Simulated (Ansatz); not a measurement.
Molecule: sum formula SiOF (charge -1, singlet). 
Geometry from a B3LYP-D3(BJ)/def2-TZVP (Ansatz, an electronic-structure program) optimisation:
```
Si
O 1 1.5548
F 1 1.6998 2 109.97
```
Charge -1, spin multiplicity 1.

Basis-set convergence of Hartree-Fock and MP2 correlation energies (hartree) with Ansatz. Correlated levels leave the core frozen unless marked. Spin-orbit coupling is left out. Non-relativistic. This anion needs diffuse functions, which these sets lack.

| basis | functions | E(HF) | E(corr, MP2) |
|---|---|---|---|
| cc-pV(D+d)Z | 51 | -463.31471 | -0.46612 |
| cc-pV(T+d)Z | 99 | -463.40470 | -0.60970 |
| cc-pV(Q+d)Z | 174 | ? | ? |

Task: What belongs in the gaps?

Result: 
- cc-pV(Q+d)Z, E(HF): -463.42964
- cc-pV(Q+d)Z, E(corr, MP2): -0.66478
